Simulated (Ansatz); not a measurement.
Cartesian coordinates in Å:
```
C 0.7094 0.4056 1.3702
C -0.0606 0.1652 0.0786
C 0.1980 1.3003 -0.9030
C -1.5511 0.0566 0.3711
Sn 0.6210 -1.7002 -0.8089
H 1.7859 0.4894 1.1968
H 0.3790 1.3448 1.8341
H 0.5465 -0.3925 2.0999
H -0.3411 1.1601 -1.8441
H -0.1396 2.2525 -0.4718
H 1.2611 1.4075 -1.1361
H -2.1361 -0.1166 -0.5366
H -1.9138 0.9910 0.8202
H -1.7736 -0.7505 1.0747
H 0.3299 -3.0017 0.2654
H -0.2148 -1.9942 -2.2744
H 2.3000 -1.6172 -1.1362
```

Charge 0, multiplicity 1. Sn: def2 effective core potential.

Problem. List the B3LYP/def2-TZVPP orbital energies in eV (the Gaussian-basis code of Ansatz). (Best estimate.)

Solution. Ansatz gave: Occupied: -277.23, -276.67, -276.67, -276.67, -138.31, -93.16, -93.16, -93.13, -27.45, -27.45, -27.42, -27.31, -27.31, -22.10, -18.87, -18.87, -15.18, -13.79, -12.12, -12.12, -12.04, -10.76, -10.76, -10.19, -9.31, -9.31, -8.62, -8.62, -7.08. Lowest empty: 0.11, 0.37, 0.92, 0.92, 1.44, 2.15, 2.15, 2.42.

B3LYP here is the variant with VWN-RPA as its local correlation; programs differ in this.
